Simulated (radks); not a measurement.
Values are calculated unless marked as measured or tabulated.
Problem. The vanadium ion V5+, 18 electrons, occupied as [Ar]. Code: a radial shooting solver on a logarithmic mesh with Libxc functionals. Model: scalar-relativistic Kohn-Sham, PBE, spin-unpolarised, spherical densities, point nucleus. Some entries of the table are withheld. Estimate them.

| orbital | occ. | eigenvalue (hartree) | <r^2> (bohr^2) | r(max) (bohr) |
|---|---|---|---|---|
| 1s | 2 | -200.0800 | 0.005938 | 0.04349 |
| 2s | 2 | -25.16883 | 0.1121 | 0.2556 |
| 2p | 6 | -21.50682 | (1) | (2) |
| 3s | 2 | -5.31706 | (3) | 0.8030 |
| 3p | 6 | (4) | 1.032 | 0.8181 |

Solution. 
(1) 2p <r^2> (bohr^2): 0.09245
(2) 2p r(max) (bohr): 0.2082
(3) 3s <r^2> (bohr^2): 0.9386
(4) 3p eigenvalue (hartree): -4.31559
